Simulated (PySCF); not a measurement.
Computed with PBE-D3(BJ)/def2-TZVP // PBE0-D3(BJ)/def2-SVP (PySCF 2.14.0). All species are isolated molecules in the gas phase. One relaxed conformer stands for a flexible species; it need not be the lowest. 

Reference species (SMILES): `c1c([SiH3])ccc(C(=C)F)c1` (F–C–C–C torsion 5°) (neutral, multiplicity 1).

```yaml
HOMO: -5.88 eV
LUMO: -2.37 eV
HOMO–LUMO gap: 3.51 eV
S1 oscillator strength: 0.015
```

Changed species: `c1c(ccc(C(=C)[SiH3])c1)F` (Si–C–C–C torsion 33°).

Question: What does the change do to the HOMO, LUMO, HOMO–LUMO gap and S1 oscillator strength?

Answer: the HOMO rises by 0.06 eV, to -5.82 eV; the LUMO goes up by 0.29 eV, to -2.08 eV; the HOMO–LUMO gap increases by 0.23 eV, to 3.74 eV; the S1 oscillator strength hardly moves.
